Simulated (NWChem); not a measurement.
System: C4H4O2; SMILES O=C1CC(C1)=O

NWChem input:

```
start job
memory heap 200 mb stack 900 mb global 1100 mb
geometry units angstroms noautosym nocenter noautoz
  O      0.000000     2.264924     0.000000
  C      0.000000     1.063196     0.000000
  C      1.121519     0.000000     0.000000
  C      0.000000    -1.063196     0.000000
  O      0.000000    -2.264924     0.000000
  C     -1.121519     0.000000     0.000000
  H      1.765650     0.000000     0.888134
  H      1.765650     0.000000    -0.888134
  H     -1.765650     0.000000    -0.888134
  H     -1.765650     0.000000     0.888134
end
basis spherical
  * library 6-31g*
end
dft
  xc b3lyp
  iterations 150
end
cosmo
  do_cosmo_smd true
  solvent toluene
end
task dft energy
```

Geometry: optimised at B3LYP/6-31G* (spherical d). Solvent: toluene.

Level: B3LYP/6-31G* with SMD (1 M gas to 1 M solution), gas-phase geometry.

What results follow from this input? (B3LYP/6-31G* (spherical d), SMD on the gas-phase geometry.) Quantities: solvation free energy (kcal/mol); cavity-dispersion-structure term (kcal/mol).


| Item | Result |
|---|---|
| solvation free energy (kcal/mol) | -7.5 |
| cavity-dispersion-structure term (kcal/mol) | -3.6 |
